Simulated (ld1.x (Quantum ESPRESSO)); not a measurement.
**boron: variants of one TM semilocal potential**

Base potential:

- Element: B (Z = 5)
- Generator: ld1.x (Quantum ESPRESSO) 7.5
- Type: norm-conserving Troullier–Martins (semilocal form)
- Functional: PBE
- Relativity: scalar-relativistic
- Frozen core: [He]
- Valence charge: 3
- Reference configuration: 2s2 2p1
- Partial waves: 2p (bound): rc 2.70 bohr; 3d channel at 0.05 Ry: rc 2.40 bohr; 2s (bound): rc 1.50 bohr
- Local potential: the s channel
- Core correction: none

All-electron outer shells of the reference configuration (PBE, scalar-relativistic, ld1.x):

```csv
shell,level (eV),outermost node (bohr),outermost maximum (bohr)
1s,-180.59,–,0.21
2s,-9.44,0.46,1.52
2p,-3.61,–,1.57
```

Cutoffs, loose and tight: the cutoffs (Ry, on a coarse ladder) from which the occupation-weighted sum of valence levels, in a spherical-Bessel basis at the reference potential, stays within 10 and 1 mRy of its value at 400 Ry. They do not see the model core or the augmentation charge, which bear on the density cutoff. Test errors are all-electron minus pseudo excitation energies from the reference, over the configurations 2s2 2p0; 2s1 2p0; 2s2 2p0.5; 2s1 2p2; 2s1 2p1; 2s0 2p3; 2s2 2p1.3. A dash means not determined; rows that change the core or the reference have their own tests.

A semilocal file is local in each channel, so a ghost entry of none says nothing of the separable form that plane-wave codes build from it.

| change | outcome | cutoff, loose | cutoff, tight | bound ghosts | largest test error (meV) |
| --- | --- | --- | --- | --- | --- |
| base | generated | 18 Ry | 50 Ry | none | +204 |
| wave 2s (bound): rc 1.50 bohr becomes 2s (bound): rc 0.94 bohr | generated | 70 Ry | 160 Ry | none | +210 |
| wave 2s (bound): rc 1.50 bohr becomes 2s (bound): rc 1.10 bohr | generated | 21 Ry | 70 Ry | none | +205 |
| wave 2s (bound): rc 1.50 bohr becomes 2s (bound): rc 1.28 bohr | generated | 21 Ry | 55 Ry | none | +203 |
| wave 2s (bound): rc 1.50 bohr becomes 2s (bound): rc 1.42 bohr | generated | 21 Ry | 50 Ry | none | +204 |
| wave 2s (bound): rc 1.50 bohr becomes 2s (bound): rc 1.60 bohr | generated | 18 Ry | 45 Ry | none | +205 |
| wave 2s (bound): rc 1.50 bohr becomes 2s (bound): rc 1.76 bohr | generated | 18 Ry | 40 Ry | none | +204 |
| wave 2s (bound): rc 1.50 bohr becomes 2s (bound): rc 1.98 bohr | generated | 15 Ry | 30 Ry | none | +203 |
| wave 2s (bound): rc 1.50 bohr becomes 2s (bound): rc 2.08 bohr | generated | 15 Ry | 21 Ry | none | +202 |

**Question.** What comes out with this change to the base: wave 2s (bound): rc 1.50 bohr becomes 2s (bound): rc 2.22 bohr?

**Answer.** outcome: generated; cutoff, loose: 15 Ry; cutoff, tight: 18 Ry; bound ghosts: none; largest test error (meV): +202.

Reading the sweep of the s radius (base included, trends over the rows without a ghost): The loose cutoff falls from 70 Ry at 0.94 to 15 Ry at 2.22 bohr. A larger radius leaves more room for a smooth pseudo-wave, so fewer plane waves are needed; a smaller one forces it to follow the all-electron wave where it bends sharply. The median size of the test errors (rows with all tests solved) is not monotonic: lowest 8.3 meV at 1.98 bohr, highest 37.2 meV at 1.28 bohr.
